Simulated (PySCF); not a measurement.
Input for PySCF:
```python
from pyscf import gto, scf, dft

mol = gto.M(
    atom='''
O    -0.635400    0.005400    0.318000
O     0.635200    0.012700   -0.318200
H    -1.238900   -0.026000   -0.436000
H     1.239100    0.007900    0.436200
''',
    basis='6-311g**',
    charge=0,
    spin=2,
    verbose=4,
)

mf = dft.UKS(mol)
mf.xc = 'camb3lyp'
mf.kernel()
```

**Question.** What is the computed dipole moment (CAMB3LYP/6-311G** (PySCF))?

**Answer.** 0.05 D

**Question.** Estimate the HOMO energy that CAMB3LYP/6-311G** returns for this input.

**Answer.** -4.27 eV

**Question.** What is the computed number of basis functions (CAMB3LYP/6-311G**)?

**Answer.** 48

**Question.** What is the computed <S^2> (CAMB3LYP/6-311G**)?

**Answer.** 2.007

**Question.** What is the computed total energy (CAMB3LYP/6-311G**)?

**Answer.** -151.3785 Eh

**Question.** Give the Mulliken (on the basis functions themselves) charges in atom order at the level CAMB3LYP/6-311G**.

**Answer.** O1 -0.22, O2 -0.22, H3 0.22, H4 0.22

These values belong to the state on which the SCF converged, which isn't shown to be the lowest.
